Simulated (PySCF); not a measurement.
# Polarisability and C₆ of Zr²⁺ (zirconium, charge +2)

[Kr] 4d2, high-spin 3F determinant. Calculation: PySCF 2.14, in x2c-TZVPPall with one added diffuse shell each of s, p, d, f type (9s7p7d3f1g, 95 functions); scalar relativity by spin-free X2C-1e. Coupled (time-dependent) response in atomic units; α is the mean over directions.

```json
{"method": "UHF", "mean α (bohr³)": "11.28", "C₆ (like pair)": "55.89", "S(−4)": "77.79"}
{"method": "PBE", "mean α (bohr³)": "12.59", "C₆ (like pair)": "61.75", "S(−4)": "116.0"}
{"method": "PBE0", "mean α (bohr³)": "11.95", "C₆ (like pair)": "58.78", "S(−4)": "96.72"}
```

S(−4) is the Cauchy moment in α(ω) = α(0) + S(−4) ω² + …

Spin-orbit coupling is absent.

α(iu) at PBE0:

```
u (hartree)  α(iu) (bohr³)
          0          11.95
     0.0500          11.72
      0.100          11.11
      0.200          9.515
      0.300          8.095
      0.500          6.127
      0.750          4.593
       1.00          3.572
       1.50          2.307
       2.00          1.587
       3.00         0.8637
       5.00         0.3651
```

A single London oscillator, α(iu) = α/(1 + u²/ω²), gives C₆ = (3/4) ω α². Matching the computed C₆ needs ω = 4 × 58.78 / (3 × 11.95²) = 0.549 hartree.

For an ion, C₆ is the dispersion term alone; charge-induced terms of lower order in 1/R come first.
